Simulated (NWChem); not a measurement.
All runs are NWChem calculations. System: C2H5Te, charge 0, spin multiplicity 2, at a geometry optimised with UPBE/def2-SVP with def2 effective core potentials on Te. The structure started from a generated list of species. Its SCF solution wasn't tested for a lower state. Level: PBE/x2c-SVPall-2c, spin-orbit ZORA.

Job file:

```
start mol
memory heap 200 mb stack 900 mb global 1100 mb
geometry units angstroms nocenter noautoz noautosym
  C      1.666532    -0.144198    -0.817429
  Te    -0.013843    -0.009256     0.371555
  C     -1.426416     0.147420    -1.273689
  H      2.636550    -0.288678    -0.319425
  H      1.634279     0.228909    -1.852183
  H     -1.193829     1.048794    -1.869564
  H     -1.359117    -0.763453    -1.895489
  H     -2.438731     0.236391    -0.837516
end
basis spherical
  * library x2c-svpall-2c
end
relativistic
  zora on
end
dft
  xc xpbe96 cpbe96
  odft
  mult 2
  semidirect memsize 60000000 filesize 0
  iterations 100
  grid fine
end
task sodft energy
```

Output (cleaned and shortened):

```
             Northwest Computational Chemistry Package (NWChem) 7.3.0
             --------------------------------------------------------

                                NWChem Input Module
                                -------------------

 Scaling coordinates for geometry "geometry" by  1.889725989
 (inverse scale =  0.529177249)

                             Geometry "geometry" -> ""
                             -------------------------

 Output coordinates in angstroms (scale by  1.889725989 to convert to a.u.)

  No.       Tag          Charge          X              Y              Z
 ---- ---------------- ---------- -------------- -------------- --------------
    1 C                    6.0000     1.66653200    -0.14419800    -0.81742900
    2 Te                  52.0000    -0.01384300    -0.00925600     0.37155500
    3 C                    6.0000    -1.42641600     0.14742000    -1.27368900
    4 H                    1.0000     2.63655000    -0.28867800    -0.31942500
    5 H                    1.0000     1.63427900     0.22890900    -1.85218300
    6 H                    1.0000    -1.19382900     1.04879400    -1.86956400
    7 H                    1.0000    -1.35911700    -0.76345300    -1.89548900
    8 H                    1.0000    -2.43873100     0.23639100    -0.83751600

 Effective nuclear repulsion energy (a.u.)     232.9665140890

            Nuclear Dipole moment (a.u.)
            ----------------------------
        X                 Y               Z
 ---------------- ---------------- ----------------
     0.0000226767    -0.0000321253    -0.0000472431


 Summary of "ao basis" -> "" (spherical)
 ------------------------------------------------------------------------------
       Tag                 Description            Shells   Functions and Types
 ---------------- ------------------------------  ------  ---------------------
 *                       x2c-svpall-2c                on all atoms

  pbe96 is a nonlocal functional; adding pw91lda local functional.

                                 NWChem DFT Module
                                 -----------------
[...]
   130     0.255496   0.043471  2 Te px               136    -0.251843  -0.042888  2 Te px
   174    -0.249921  -0.042737  3 C  px               173    -0.242047  -0.042709  3 C  pz

   alpha - beta orbital overlaps
   -----------------------------

   alpha      1      2      3      4      5      6      7      8      9     10
    beta      1      2      2      4     37      6      4     37      6     37
 overlap   1.042  0.271  0.112  0.183  0.142  0.183  0.080  0.096  0.075  0.005

   alpha     11     12     13     14     15     16     17     18     19     20
    beta     37      6      4      6     15     16     17     18     19     19
 overlap   0.004  0.003  0.006  0.003  1.169  1.521  1.808  1.946  0.928  0.256

   alpha     21     22     23     24     25     26     27     28     29     30
    beta     21     22     23     24     25     26     27     28     29     21
 overlap   1.286  1.287  1.287  1.584  1.587  1.585  1.313  1.354  1.332  0.018

   alpha     31     32     33     34     35     36     37     38     39     40
    beta     22     23     33     37     35     27     37     29     27     28
 overlap   0.018  0.018  0.131  0.234  0.151  0.118  0.332  0.151  0.035  0.038

   alpha     41     42     43     44     45     46     47     48     49     50
    beta     29     27     28     29     45     46     47     48     49     50
 overlap   0.036  0.062  0.067  0.064  1.145  1.145  1.145  1.146  1.145  1.121

   alpha     51     52     53     54     55     56     57     58     59     60
    beta     51     52     53     54     50     51     52     33     54     50
 overlap   1.121  1.122  1.127  1.123  0.025  0.025  0.022  0.024  0.020  0.017

   alpha     61     62     63     64     65     66     67     68     69     70
    beta     51     52     53     54     65     66     65     68     69     70
 overlap   0.017  0.017  0.017  0.017  1.040  0.263  0.085  0.192  0.202  0.188

   alpha     71     72     73     74     75     76     77     78     79     80
    beta     68     69     70     37     69     19     68     70     79     79
 overlap   0.091  0.086  0.096  0.003  0.006  0.003  0.006  0.006  0.176  0.061

   alpha     81     82     83     84     85     86     87     88     89     90
    beta      2     37     84     84      6      4     37      2     89     89
 overlap   0.009  0.004  0.005  0.176  0.063  0.005  0.004  0.009  0.178  0.064

   alpha     91     92     93     94     95     96     97     98     99    100
    beta     68     66     66     94     94     68     66     66     99     68
 overlap   0.005  0.008  0.005  0.178  0.063  0.006  0.008  0.005  0.179  0.068

   alpha    101    102    103
    beta     66     69     70
 overlap   0.009  0.006  0.004

     --------------------------
     Expectation value of S2:
     --------------------------
      <S2> =      0.7699 (Exact =     0.7500)

     Multipole analysis of the density
     ---------------------------------

     L   x y z        total         alpha         beta         nuclear
     -   - - -        -----         -----         ----         -------
     0   0 0 0     -0.000000    -34.998971    -34.001029     69.000000

     1   1 0 0     -0.367073     -1.310848      0.943753      0.000023
     1   0 1 0      0.138554      0.219811     -0.081224     -0.000032
     1   0 0 1     -0.167750      0.419058     -0.586761     -0.000047

     2   2 0 0    -28.694671   -103.876424    -95.243767    170.425520
     2   1 1 0     -0.057517      7.397117      6.382739    -13.837373
     2   1 0 1      0.990402     -7.184209    -11.256326     19.430938
     2   0 2 0    -32.395875    -21.441545    -18.575173      7.620843
     2   0 1 1     -0.610769      2.135633      3.115965     -5.862366
     2   0 0 2    -29.326345    -73.903047    -70.567983    115.144685

 Task  times  cpu:       58.2s     wall:       58.2s

 Total times  cpu:       58.2s     wall:       58.2s
```
